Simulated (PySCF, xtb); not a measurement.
CH6ClFSi2, SMILES C[Si@@](F)([SiH3])Cl.

Harmonic wavenumbers (cm⁻¹) from GFN2-xTB (xtb) at its own minimum, in rising order: 20, 95, 98, 119, 165, 198, 211, 393, 456, 470, 525, 727, 766, 777, 790, 796, 824, 831, 1375, 1471, 1476, 2244, 2247, 2252, 3020, 3040, 3046.

### Question
What does PySCF 2.14.0 with PBE0-D3(BJ)/def2-SVP give at its own minimum? (Estimate from the structure and the level; the computed values follow.)

### Answer
104, 108, 130, 155, 194, 235, 245, 418, 504, 509, 562, 730, 783, 789, 868, 905, 928, 933, 1265, 1418, 1419, 2224, 2234, 2247, 3060, 3171, 3174. Paired by order, the mean absolute difference is 52 cm⁻¹ and the zero-point energies are 40.6 and 41.9 kcal/mol.
